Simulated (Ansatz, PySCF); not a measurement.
System: H₅S, charge -1, multiplicity 1. Whether it binds its extra electron was not tested at this geometry. 
Structure (B3LYP-D3(BJ)/def2-TZVP (Ansatz, a program for electronic structure) minimum search):
SMILES: [H][S@OH20-]([H])([H])([H])[H]
```xyz
6

S      0.0899     0.0003    -0.0004
H     -1.2274    -0.0039     0.0053
H     -0.0580     1.6402     0.0203
H     -0.0478    -1.6406    -0.0199
H     -0.0457    -0.0202     1.6406
H     -0.0601     0.0199    -1.6402
```
Charge -1, spin multiplicity 1.

Total electronic energies in hartree. Valence correlation only, unless marked. Spin-orbit coupling is left out. No relativistic terms. CBS marks a two-point X^-3 extrapolation of the correlation energy; Hartree-Fock from the larger set.

```json
[
 {"level": "HF/def2-SVP", "program": "Ansatz", "energy (Eh)": "-400.01815"},
 {"level": "HF/cc-pVTZ", "program": "Ansatz", "energy (Eh)": "-400.17723"},
 {"level": "HF/def2-QZVPPD", "program": "Ansatz", "energy (Eh)": "-400.19810"},
 {"level": "RI-HF/aug-cc-pV(Q+d)Z", "program": "Ansatz", "energy (Eh)": "-400.19909"},
 {"level": "PBE-D3(BJ)/def2-TZVPD", "program": "Ansatz + dftd3", "energy (Eh)": "-400.85440"},
 {"level": "revPBE/def2-TZVPD", "program": "Ansatz", "energy (Eh)": "-400.96412"},
 {"level": "BP86-D3(BJ)/def2-TZVPD", "program": "PySCF + dftd3", "energy (Eh)": "-401.09652"},
 {"level": "BP86/def2-TZVPD", "program": "PySCF", "energy (Eh)": "-401.09277"},
 {"level": "r2SCAN/def2-TZVPD", "program": "Ansatz", "energy (Eh)": "-400.99238"},
 {"level": "PBE0/6-31G*", "program": "Ansatz", "energy (Eh)": "-400.79044"},
 {"level": "PBE0-D3(BJ)/def2-TZVP", "program": "Ansatz + dftd3", "energy (Eh)": "-400.86511"},
 {"level": "B2GP-PLYP-D3(BJ)/def2-TZVPD", "program": "Ansatz + dftd3", "energy (Eh)": "-400.81880"},
 {"level": "SCS-MP2/STO-3G", "program": "Ansatz", "energy (Eh)": "-395.48856"},
 {"level": "SCS-MP2/cc-pV(D+d)Z", "program": "Ansatz", "energy (Eh)": "-400.39233"},
 {"level": "CCSD(T)/CBS(def2-TZVPPD,def2-QZVPPD)", "program": "Ansatz", "energy (Eh)": "-400.5744"}
]
```

Totals of different functionals don't rank their quality; only differences between species are comparable.
